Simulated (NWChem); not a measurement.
## Correlation energy of H$_{2}$Ge

```
Ge
H 1 1.6055
H 1 1.6055 2 90.73
```
Charge 0, spin multiplicity 1.

The numbers come from NWChem runs, not from measurements. Structure: optimised with B3LYP/def2-SVP, a minimum by its harmonic frequencies.

Basis set: def2-TZVP. Each correlation energy counts from its own Hartree-Fock reference.

| method | correlation energy (mHa) | difference from CCSD(T) |
|---|---|---|
| MP2 | -232.0 | +25.1 |
| SCS-MP2 | -225.6 | +31.5 |
| CR-CCSD[T] | -256.5 | +0.6 |
| CR-CCSD(T) | -255.8 | +1.3 |
| CCSD | -249.2 | +7.9 |
| CCSD+T(CCSD) | -257.9 | -0.8 |
| CCSD(T) | -257.1 | 0.0 |

The values span 32.4 mHa, from CCSD+T(CCSD) (lowest) to SCS-MP2 (highest). 

The Hamiltonian is non-relativistic. The correlated methods keep 9 core orbitals frozen. The structure started from a generated list of species. No row is a measurement; the coupled-cluster row has its own basis-set and correlation limits.
